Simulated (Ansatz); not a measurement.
`[NH2][Mo](=[S])(=[S])[Cl]` + HCl → `[S]=[Mo](=[S])([Cl])[Cl]` + NH₃ at 298.15 K and 1 bar (ligand exchange at a Mo–N bond).

Gas-phase electronic energies from Ansatz, PBE0-D4/def2-TZVP geometries. CCSD(T)/CBS adds triple-zeta CCSD(T) − MP2 to the extrapolated MP2 energy (def2 sets, frozen cores). This one scheme is used for every species. def2 core potentials past Kr. For Mo outer-core shells are correlated without core-valence functions, which leaves a few kJ/mol of doubt a bond. Each species was taken in one conformer, which may not be the lowest.

```csv
species,CCSD(T)/CBS energy (Eh),H − E (kJ/mol),S (J/(mol·K))
`[NH2][Mo](=[S])(=[S])[Cl]`,-1379.53298,102.5,364.2
HCl,-460.38127,26.6,186.8
`[S]=[Mo](=[S])([Cl])[Cl]`,-1783.42327,37.5,360.6
NH₃,-56.50880,100.5,192.4
```

H − E and S are ideal-gas, rigid-rotor, harmonic terms from PBE0-D4/def2-TZVP, for one conformer and one mirror image of each species. 1 Eh = 2625.50 kJ/mol, R = 8.31446 J/(mol·K).

Question: By hand: ΔE, ΔH, ΔS and ΔG.

Answer: ΔE = (-1783.42327) + (-56.50880) − (-1379.53298) − (-460.38127) = -0.01782 Eh = -46.8 kJ/mol. Δ(H − E) = 37.5 + 100.5 − 102.5 − 26.6 = 8.9, so ΔH = -37.9 kJ/mol. ΔS = 360.6 + 192.4 − 364.2 − 186.8 = 2.0 J/(mol·K). ΔG = -37.9 − 298.15 × (2.0)/1000 = -38.5 kJ/mol.

Question: By hand: the equilibrium constant, and the temperature at which ΔG would vanish if ΔH and ΔS stayed fixed.

Answer: log₁₀ K = −ΔG/(RT ln 10) = 6.7. ΔH and −TΔS have one sign here, so there is no such temperature.

The number of gas molecules stays the same, so ΔS is small and ΔH decides. A doubt of 5 kJ/mol in ΔE shifts log₁₀ K by 0.9 here. Other conformers and mirror images would add mixing entropy, several J/(mol·K) or more a flexible species. These are equilibria of isolated gas molecules and say nothing of rates. Largest T1 diagnostic: 0.024 (customary marks: 0.02 for closed shells, 0.045 for open ones).

ΔS is within the doubt of such terms, so its sign, and with it that verdict, could turn.
